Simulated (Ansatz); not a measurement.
A nudged elastic band was laid between two geometries of Cl3FH2NTa + H2S (11 atoms, charge 0, multiplicity 1).

Theory: RHF/def2-SVP in Ansatz.

```json
{
 "movable images": "7",
 "climbing image": "yes",
 "spring": "5.0 eV/Å²",
 "optimiser": "quadratic models (default)",
 "start path": "through a guess of the saddle point",
 "force threshold": "0.05 eV/Å",
 "iteration limit": "60",
 "end points": "relaxed"
}
```

First end point:

```xyz
11
Properties=species:S:1:pos:R:3
Ta -0.328 -0.460 0.073
Cl 1.808 -1.465 0.097
N 0.120 0.346 1.782
H 1.003 0.218 2.245
H -0.447 1.039 2.237
F 0.079 0.252 -1.611
Cl -2.288 0.847 0.085
Cl -1.464 -2.469 0.236
S 2.255 2.936 -0.726
H 1.551 2.621 -1.814
H 3.176 1.992 -0.933
```

Last end point:

```xyz
11
Properties=species:S:1:pos:R:3
Ta -0.630 0.487 -0.268
Cl 3.714 -0.616 1.159
N 0.114 0.415 1.555
H 0.938 -0.105 1.816
H -0.187 0.967 2.341
F -1.286 0.771 -2.043
Cl -2.580 1.437 0.578
Cl -0.280 -1.766 -0.683
S 1.189 1.920 -0.879
H 0.891 2.056 -2.176
H 3.580 0.291 0.273
```

What changes between the two ends?

Bonds broken: Ta1–Cl2, S9–H11. Bonds formed: Ta1–S9, Cl2–H11. Cl3FH2NTa + H2S becomes Cl2FH3NSTa + ClH.

What energy profile does the band end with?

The run converged. The highest image is number 4 of 0 to 8, 142.0 kJ/mol above the first end and 73.8 kJ/mol above the last; the last end lies 68.1 kJ/mol above the first. A vibrational analysis at the climbing image gives one clearly imaginary mode, 1246i cm⁻¹: a first-order saddle point. The orbitals stay closed-shell, which can raise the energy where a bond breaks towards radicals; this wasn't checked here.

```
image  path coordinate (Å)  energy (kJ/mol)  Ta1–Cl2 (Å)  S9–H11 (Å)  Ta1–S9 (Å)
    0                 0.00              0.0         2.36        1.33        4.34
    1                 1.06              1.5         2.36        1.33        3.61
    2                 2.12              9.6         2.38        1.33        3.06
    3                 3.18             27.1         2.42        1.34        2.95
    4                 4.25            142.0         2.74        1.69        2.64
    5                 5.48             77.1         3.66        2.73        2.46
    6                 6.71             73.7         4.52        2.92        2.42
    7                 7.94             71.3         4.67        2.94        2.40
    8                 9.17             68.1         4.70        3.11        2.39
```

What is the geometry of the highest image?


```xyz
11
Properties=species:S:1:pos:R:3
Ta -0.152 0.162 -0.128
Cl 2.406 -0.813 -0.315
N 0.174 0.584 1.756
H -0.084 -0.093 2.458
H 0.598 1.382 2.194
F 0.109 0.291 -2.000
Cl -2.247 1.119 -0.324
Cl -0.757 -2.046 0.221
S 1.543 2.179 -0.270
H 1.492 2.383 -1.589
H 2.381 0.709 -0.331
```

What are the harmonic wavenumbers there?

1246i, 72, 98, 132, 144, 181, 188, 215, 226, 250, 263, 342, 368, 393, 401, 442, 636, 670, 700, 713, 761, 1056, 1162, 1661, 2875, 3733, 3849 cm⁻¹.

The band took 51 iterations and about 60 core-minutes.

Time of the run: 16 min on 4 threads of Arm Neoverse V1, with other jobs on the host, peak memory 0.52 GiB.
